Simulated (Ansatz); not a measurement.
This singlet lies 1.11 eV below the relaxed triplet at the level frozen-core CCSD(T)/cc-pVTZ // B3LYP-D3(BJ)/def2-TZVP (Ansatz, a first-principles code).

A geometry relaxed with B3LYP-D3(BJ)/def2-TZVP run with Ansatz, charge 0, multiplicity 1:

```xyz
7

S      0.0891    -0.8799     0.0567
C      1.3594     0.1082    -0.1655
H      2.3157    -0.3817    -0.2446
H     -1.4917     0.9224     0.1186
C     -1.3556    -0.1464     0.1777
H     -2.1956    -0.8049     0.3243
H      1.2787     1.1823    -0.2322
```

**Question.** Write the SMILES of this molecule.

**Answer.** `[CH2]S[CH2]`
